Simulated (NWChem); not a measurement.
System: C₃H₄O₂Si; SMILES C#C[SiH]1OCO1

Output (shortened):

```
             Northwest Computational Chemistry Package (NWChem) 7.3.0
             --------------------------------------------------------

 CS  symmetry detected

                             Geometry "geometry" -> ""
                             -------------------------

 Output coordinates in angstroms (scale by  1.889725989 to convert to a.u.)

  No.       Tag          Charge          X              Y              Z
 ---- ---------------- ---------- -------------- -------------- --------------
    1 C                    6.0000     0.46468772     2.85184862     0.00000000
    2 C                    6.0000     0.03484120     1.72943331     0.00000000
    3 Si                  14.0000    -0.64208502     0.01323196     0.00000000
    4 O                    8.0000     0.10135991    -1.02290546     1.07811839
    5 C                    6.0000     0.61222343    -1.75259149     0.00000000
    6 O                    8.0000     0.10135991    -1.02290546    -1.07811839
    7 H                    1.0000     0.84644695     3.83256478     0.00000000
    8 H                    1.0000    -2.08873169    -0.09300830     0.00000000
    9 H                    1.0000     0.23383611    -2.77834528     0.00000000
   10 H                    1.0000     1.70536623    -1.75211396     0.00000000

 Effective nuclear repulsion energy (a.u.)     279.8210717579

      Symmetry information
      --------------------

 Group name             Cs
 Group number              2
 Group order               2
 No. of unique centers     9

                                Z-matrix (autoz)
                                --------

 Units are Angstrom for bonds and degrees for angles

[...]

      ----------------------
      Optimization converged
      ----------------------

  Step       Energy      Delta E   Gmax     Grms     Xrms     Xmax
  ---- ---------------- -------- -------- -------- -------- --------
@   10    -555.92175167 -1.1D-07  0.00004  0.00001  0.00057  0.00169
                                     ok       ok       ok       ok

                                Z-matrix (autoz)
                                --------

 Units are Angstrom for bonds and degrees for angles

[...]

 Rotational Constants
 --------------------
 A=   0.260817 cm-1  (  0.375249 K)
 B=   0.065078 cm-1  (  0.093631 K)
 C=   0.061941 cm-1  (  0.089117 K)

 Temperature                      =   298.15K
 frequency scaling parameter      =   1.0000

 Zero-Point correction to Energy  =   41.111 kcal/mol  (  0.065515 au)
 Thermal correction to Energy     =   45.072 kcal/mol  (  0.071827 au)
 Thermal correction to Enthalpy   =   45.664 kcal/mol  (  0.072771 au)

 Total Entropy                    =   79.163 cal/mol-K
   - Translational                =   39.700 cal/mol-K (mol. weight =  99.9980)
   - Rotational                   =   26.819 cal/mol-K (symmetry #  =        1)
   - Vibrational                  =   12.643 cal/mol-K

 Cv (constant volume heat capacity) =   21.770 cal/mol-K
   - Translational                  =    2.979 cal/mol-K
   - Rotational                     =    2.979 cal/mol-K
   - Vibrational                    =   15.811 cal/mol-K

[normal modes left out]

 ----------------------------------------------------------------------------
 Normal Eigenvalue ||           Projected Infra Red Intensities
  Mode   [cm**-1]  || [atomic units] [(debye/angs)**2] [(KM/mol)] [arbitrary]
 ------ ---------- || -------------- ----------------- ---------- -----------
    1       -0.000 ||    0.000085           0.002         0.083       0.016
    2        0.000 ||    0.000075           0.002         0.073       0.014
    3        0.000 ||    0.000172           0.004         0.167       0.033
    4        0.000 ||    0.000025           0.001         0.024       0.005
    5        0.000 ||    0.000071           0.002         0.069       0.013
    6        0.000 ||    0.000203           0.005         0.198       0.039
    7      117.032 ||    0.001451           0.033         1.414       0.275
    8      127.188 ||    0.001438           0.033         1.401       0.273
    9      237.216 ||    0.002402           0.055         2.341       0.456
   10      299.435 ||    0.012117           0.280        11.812       2.300
   11      394.445 ||    0.041433           0.956        40.391       7.866
   12      607.072 ||    0.083782           1.933        81.675      15.906
   13      702.374 ||    0.014688           0.339        14.319       2.789
   14      713.671 ||    0.079279           1.829        77.286      15.051
   15      747.687 ||    0.035539           0.820        34.645       6.747
   16      767.829 ||    0.016055           0.370        15.651       3.048
   17      773.040 ||    0.054818           1.265        53.440      10.407
   18      881.957 ||    0.198699           4.584       193.702      37.723
   19      961.188 ||    0.225999           5.214       220.315      42.905
   20     1024.696 ||    0.191367           4.415       186.554      36.331
   21     1110.396 ||    0.165618           3.821       161.453      31.442
   22     1150.440 ||    0.007594           0.175         7.403       1.442
   23     1160.255 ||    0.000065           0.002         0.064       0.012
   24     1381.195 ||    0.017075           0.394        16.645       3.242
   25     1537.733 ||    0.008387           0.193         8.176       1.592
   26     2169.761 ||    0.091672           2.115        89.366      17.404
   27     2297.502 ||    0.126990           2.930       123.796      24.109
   28     3037.987 ||    0.106214           2.450       103.543      20.165
   29     3100.705 ||    0.044627           1.030        43.504       8.472
   30     3470.680 ||    0.052275           1.206        50.961       9.924
 ----------------------------------------------------------------------------
```

Level: PBE0/def2-SVP. 

Q: Write an input that gives this output.

A: This is not unique; one that fits is the input that was run:
```
start job
memory heap 200 mb stack 900 mb global 1100 mb
geometry units angstroms
  C      2.804575    -0.154947    -0.647856
  C      1.697176    -0.222904    -0.185651
  Si     0.003916    -0.337170     0.537806
  O     -0.836381     1.105745     0.561289
  C     -1.734974     0.579261    -0.372050
  O     -1.196426    -0.696699    -0.566062
  H      3.772171    -0.092345    -1.056981
  H     -0.103301    -1.088809     1.773774
  H     -2.746970     0.524861     0.038136
  H     -1.732638     1.158599    -1.299047
end
basis spherical
  * library def2-svp
end
dft
  xc pbe0
  iterations 150
end
driver
  maxiter 120
end
task dft optimize
task dft freq
```
